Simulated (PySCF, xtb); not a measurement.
arsenic trifluoride (AsF₃), SMILES F[As](F)F.

Harmonic wavenumbers (cm⁻¹) from GFN2-xTB in xtb at its own minimum, in rising order: 226, 226, 284, 455, 455, 550.

### Question
What does PBE-D3(BJ)/def2-SVP run with PySCF give at its own minimum? (The exact figures need the calculation; the answer reports its results.)

### Answer
236, 236, 305, 681, 681, 700. Paired by order, the mean absolute difference is 107 cm⁻¹ and the zero-point energies are 3.1 and 4.1 kcal/mol.
